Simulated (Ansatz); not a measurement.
Cost and result for the atomization energy of `CO[Si](C)(N)Cl` (14 atoms, 13 bonds).

Cartesian coordinates in Å:
```
C -1.2666 0.4894 -1.5664
O -0.6520 -0.6741 -1.0585
Si 0.4327 -0.6639 0.1621
C -0.2619 -0.1143 1.7879
N 1.7351 0.3546 -0.2566
Cl 0.9599 -2.6526 0.3185
H -1.7069 0.2458 -2.5349
H -2.0654 0.8350 -0.9010
H -0.5452 1.3022 -1.7004
H 0.4915 -0.1719 2.5771
H -0.6196 0.9168 1.7294
H -1.0969 -0.7559 2.0762
H 2.2570 0.1784 -1.1011
H 2.3383 0.7105 0.4677
```

Charge 0, multiplicity 1. The structure was optimised at the PBE0-D4/def2-TZVP level. It is one conformer, not always the lowest. Program: Ansatz. All runs use 2 threads of an AMD EPYC 7R13 on a shared host and a share of an NVIDIA H100 80 GB. Times are those of one run each, without the atoms' runs, and a repeat can differ threefold. Electronic energies, without spin–orbit coupling; frozen cores. CCSD(T)/CBS adds CCSD(T) − MP2 in def2-TZVPP to the MP2 limit, and its time is that of the two runs behind it. T1 = 0.010. B3LYP takes the VWN-RPA correlation (the form of Gaussian; ORCA's B3LYP/G).

CCSD(T)/CBS is a level of theory with its own doubt, some kJ/mol a heavy atom from the limit and from the frozen cores, so smaller differences don't rank the functionals.

```tsv
level	functions	wall time	atomization (kcal/mol)	difference from CCSD(T)/CBS	per bond
B2PLYP/def2-TZVPP	320	2.7 s	1255.2	-16.7	-1.3
PBE0-D4/def2-TZVPP	320	3.3 s	1269.0	-2.9	-0.2
PBE-D4/def2-TZVPP (with forces)	320	3.7 s	1288.3	16.4	1.3
B3LYP-D4/def2-TZVPP (with forces)	320	3.9 s	1269.0	-2.9	-0.2
CCSD(T)/def2-TZVPP	320	3.9 s	1236.1	-35.8	-2.8
MP2/def2-QZVPP	608	3.9 s	1277.7	5.8	0.4
r2SCAN-D4/def2-TZVPP (with forces)	320	4.2 s	1271.0	-0.9	-0.1
ωB97X-V/def2-TZVPP	320	4.6 s	1274.6	2.7	0.2
ωB97M-V/def2-TZVPP (with forces)	320	4.6 s	1276.1	4.2	0.3
CCSD(T)/CBS(def2)	–	7.8 s	1271.9	0.0	0.0
```

From PBE to PBE0 (25 % exact exchange), in def2-TZVPP and without D4, the atomization energy moves by −18.1 kcal/mol: exact exchange takes away binding that semilocal exchange gives to molecules. The D4 term adds +13.0 kcal/mol with B3LYP and +6.9 kcal/mol with PBE0; it sums over pairs of atoms, weighted by their polarisabilities, and B3LYP, whose exchange is more repulsive, gets the larger term. In def2-TZVPP, CCSD(T) changes the Hartree–Fock value by +310.0 kcal/mol (the triples alone add +17.4 kcal/mol) and MP2 by +330.3 kcal/mol; breaking electron pairs costs correlation energy, which Hartree–Fock lacks.
